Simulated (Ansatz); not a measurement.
Bis(diethylamino)silane (BDEAS), C$_{8}$H$_{22}$N$_{2}$Si, relaxed with RKS PBE-D4/def2-SVP in Ansatz 0.2.0 from a rough embedded geometry. The force threshold is 0.03 eV/Å; the program also tests the step.

The species carries charge 0 and has multiplicity 1.

Start:

```xyz
33

C    -2.355    0.624   -0.804
C    -1.974    0.704    0.697
N    -0.922   -0.245    1.061
C    -1.376   -1.489    1.423
C    -1.754   -1.671    2.885
Si    0.750    0.212    1.178
N     1.300    0.381   -0.447
C     2.005    1.575   -0.946
C     1.073    2.516   -1.599
C     1.268   -0.735   -1.440
C     2.495   -1.638   -1.381
H    -3.169    1.302   -0.971
H    -2.799   -0.456   -0.971
H    -1.556    0.773   -1.429
H    -1.666    1.744    0.872
H    -2.830    0.544    1.373
H    -2.300   -1.789    0.852
H    -0.672   -2.349    1.154
H    -2.493   -0.958    3.187
H    -2.138   -2.729    3.117
H    -0.879   -1.547    3.521
H     0.867    1.548    1.813
H     1.488   -0.825    1.866
H     2.752    1.258   -1.684
H     2.569    2.078   -0.178
H     0.502    2.072   -2.429
H     0.323    2.885   -0.928
H     1.626    3.405   -1.966
H     0.351   -1.331   -1.305
H     1.120   -0.319   -2.422
H     2.420   -2.407   -2.145
H     3.382   -1.017   -1.578
H     2.592   -2.118   -0.377
```

Problem. How much energy does the relaxation release, and in how many steps? (Estimate.)

Solution. Ansatz gave: 0.96 eV, in 10 steps.

Problem. Which bonds change most? (Estimate.)

Solution. Computed: N3–C4 from 1.373 to 1.459 Å; C1–H14 from 1.026 to 1.109 Å; C1–H13 from 1.179 to 1.110 Å; Si6–H23 from 1.448 to 1.510 Å.

Problem. Give the relaxed structure. (An estimate is asked.)

Solution. Ansatz gave: 
```xyz
33

C    -2.380    0.372   -0.739
C    -1.852    0.632    0.677
N    -0.911   -0.376    1.160
C    -1.480   -1.614    1.680
C    -2.092   -1.493    3.080
Si    0.801   -0.025    1.132
N     1.380    0.364   -0.472
C     2.017    1.626   -0.827
C     1.133    2.557   -1.666
C     1.286   -0.648   -1.521
C     2.592   -1.410   -1.777
H    -3.122    1.142   -1.036
H    -2.878   -0.617   -0.811
H    -1.549    0.390   -1.473
H    -1.352    1.626    0.700
H    -2.709    0.721    1.385
H    -2.251   -2.002    0.972
H    -0.679   -2.383    1.699
H    -2.903   -0.736    3.112
H    -2.529   -2.460    3.407
H    -1.322   -1.192    3.820
H     1.179    1.193    1.938
H     1.418   -1.277    1.710
H     2.974    1.436   -1.368
H     2.307    2.146    0.111
H     0.814    2.078   -2.614
H     0.217    2.839   -1.107
H     1.676    3.488   -1.932
H     0.484   -1.365   -1.239
H     0.933   -0.182   -2.471
H     2.464   -2.160   -2.585
H     3.410   -0.726   -2.084
H     2.923   -1.941   -0.861
```
